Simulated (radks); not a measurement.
Mn II, 24 electrons, occupied as [Ne] 3s2 3p5.5 3d5 4s1 4f0.5 (fractional occupations, a model configuration).

Calculated with a radial shooting solver on a logarithmic mesh with Libxc functionals: scalar-relativistic Kohn-Sham, r2SCAN, spin-polarised, spherical densities, finite nucleus; open shells are filled with parallel spins first; meta-GGA in the generalised Kohn-Sham scheme; Fermi nuclear charge, rms radius 3.7057 fm.

Energy parts (eV):
part                      energy
total                 -31493.475
kinetic                31843.510
electron-nucleus      -74842.905
Hartree                12922.375
exchange-correlation   -1416.455

Orbitals (lengths in bohr, moments of r in powers of bohr; r(max) is where P^2 peaks; r(90%) holds 90 % of the orbital's charge):
[
 {"orbital": "1s up", "occ.": "1", "eigenvalue (eV)": "-6469.040", "r(max)": "0.03988", "r(90%)": "0.109"},
 {"orbital": "1s down", "occ.": "1", "eigenvalue (eV)": "-6468.695", "r(max)": "0.03988", "r(90%)": "0.109"},
 {"orbital": "2s up", "occ.": "1", "eigenvalue (eV)": "-768.8500", "r(max)": "0.2322", "r(90%)": "0.433"},
 {"orbital": "2s down", "occ.": "1", "eigenvalue (eV)": "-765.7646", "r(max)": "0.2320", "r(90%)": "0.431"},
 {"orbital": "2p up", "occ.": "3", "eigenvalue (eV)": "-652.1841", "r(max)": "0.1885", "r(90%)": "0.405"},
 {"orbital": "2p down", "occ.": "3", "eigenvalue (eV)": "-649.5974", "r(max)": "0.1882", "r(90%)": "0.403"},
 {"orbital": "3s up", "occ.": "1", "eigenvalue (eV)": "-106.7612", "r(max)": "0.7338", "r(90%)": "1.26"},
 {"orbital": "3s down", "occ.": "1", "eigenvalue (eV)": "-98.3894", "r(max)": "0.7366", "r(90%)": "1.28"},
 {"orbital": "3p up", "occ.": "3", "eigenvalue (eV)": "-74.0501", "r(max)": "0.7495", "r(90%)": "1.37"},
 {"orbital": "3p down", "occ.": "2.5", "eigenvalue (eV)": "-65.7391", "r(max)": "0.7539", "r(90%)": "1.39"},
 {"orbital": "3d up", "occ.": "5", "eigenvalue (eV)": "-23.5816", "r(max)": "0.7502", "r(90%)": "1.85"},
 {"orbital": "4s up", "occ.": "1", "eigenvalue (eV)": "-16.3031", "r(max)": "2.236", "r(90%)": "3.76"},
 {"orbital": "4f up", "occ.": "0.5", "eigenvalue (eV)": "-1.9829", "r(max)": "9.940", "r(90%)": "15.3"}
]

The highest occupied level is 4f up at -1.983 eV. The spin density at the nucleus is 7.757 e/bohr^3 (1s -0.225, 2s -2.694, 3s 2.232, 4s 8.444).

Empty levels of this run are not shown, since the potential may be unsettled where no density lies.
